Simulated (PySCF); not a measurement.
`InChI=1S/C5H8ClFO2/c1-3(7)4(9-2)5(6)8/h3-4H,1-2H3/t3-,4-/m1/s1`

Molfile (atoms numbered from 1):
```
C5H8ClFO2
     RDKit          3D

 17 16  0  0  0  0  0  0  0  0999 V2000
    1.8007   -0.1833   -1.2600 C   0  0  0  0  0  0  0  0  0  0  0  0
    0.7096    0.6182   -0.8543 O   0  0  0  0  0  0  0  0  0  0  0  0
    0.3580    0.4924    0.4920 C   0  0  1  0  0  0  0  0  0  0  0  0
   -0.3664    1.7389    0.9682 C   0  0  0  0  0  0  0  0  0  0  0  0
   -0.9255    1.8488    2.0118 O   0  0  0  0  0  0  0  0  0  0  0  0
   -0.3164    3.0453   -0.1714 Cl  0  0  0  0  0  0  0  0  0  0  0  0
   -0.5524   -0.7266    0.7958 C   0  0  1  0  0  0  0  0  0  0  0  0
   -1.6764   -0.8695   -0.2125 C   0  0  0  0  0  0  0  0  0  0  0  0
    0.2299   -1.8667    0.7883 F   0  0  0  0  0  0  0  0  0  0  0  0
    1.9703    0.0592   -2.3066 H   0  0  0  0  0  0  0  0  0  0  0  0
    1.5835   -1.2498   -1.1625 H   0  0  0  0  0  0  0  0  0  0  0  0
    2.6982    0.0546   -0.6783 H   0  0  0  0  0  0  0  0  0  0  0  0
    1.2601    0.3932    1.1237 H   0  0  0  0  0  0  0  0  0  0  0  0
   -0.9321   -0.6351    1.8203 H   0  0  0  0  0  0  0  0  0  0  0  0
   -2.1955   -1.8103   -0.0494 H   0  0  0  0  0  0  0  0  0  0  0  0
   -1.2780   -0.8506   -1.2240 H   0  0  0  0  0  0  0  0  0  0  0  0
   -2.3747   -0.0466   -0.0911 H   0  0  0  0  0  0  0  0  0  0  0  0
  1  2  1  0
  2  3  1  0
  3  4  1  0
  4  5  2  0
  4  6  1  0
  3  7  1  0
  7  8  1  0
  7  9  1  0
  1 10  1  0
  1 11  1  0
  1 12  1  0
  3 13  1  1
  7 14  1  1
  8 15  1  0
  8 16  1  0
  8 17  1  0
M  END
```

Method used: GIAO BHandHLYP/pcSseg-1 magnetisability, rotational g tensor and spin-rotation constants, non-relativistic, gas phase in PySCF 2.14.0. Geometry: GFN2-xTB.

Q: Give the nuclear spin-rotation constants along the inertial axes (H = +C I·J) beside the isotropic shieldings.

A: Rotational constants 1.9087, 1.0093, 0.7957 GHz. A star marks the isotopologue with that one atom substituted, in its own axes.
```
atom  isotope  Caa (kHz)  Cbb (kHz)  Ccc (kHz)  mean (kHz)  σ (ppm)
 Cl6     35Cl      0.549      0.515      0.258       0.441    516.3
  F9      19F      1.004      0.577      0.266       0.615    388.9
 H10       1H     -0.198      0.005     -0.045      -0.079     27.9
 H11       1H      0.057     -0.084     -0.080      -0.036     27.9
 H12       1H     -0.218     -0.094      0.033      -0.093     28.5
 H13       1H     -0.189     -0.115      0.036      -0.089     27.9
 H14       1H     -0.189      0.044     -0.065      -0.070     26.7
 H15       1H     -0.054     -0.081     -0.073      -0.069     30.4
 H16       1H     -0.218     -0.001     -0.059      -0.093     29.9
 H17       1H     -0.055     -0.102     -0.070      -0.075     31.2
  C1     13C*      0.383      0.188      0.178       0.250    126.5
  O2     17O*     -0.102     -0.088     -0.054      -0.081    311.9
  C3     13C*      0.501      0.238      0.190       0.309     99.5
  C4     13C*      1.015      0.357      0.257       0.543     -4.8
  O5     17O*     -1.198     -0.845     -0.138      -0.727   -271.0
  C7     13C*      0.410      0.282      0.224       0.306     90.3
  C8     13C*      0.249      0.156      0.103       0.169    170.8
```
For the geometry as given, no vibrational averaging.
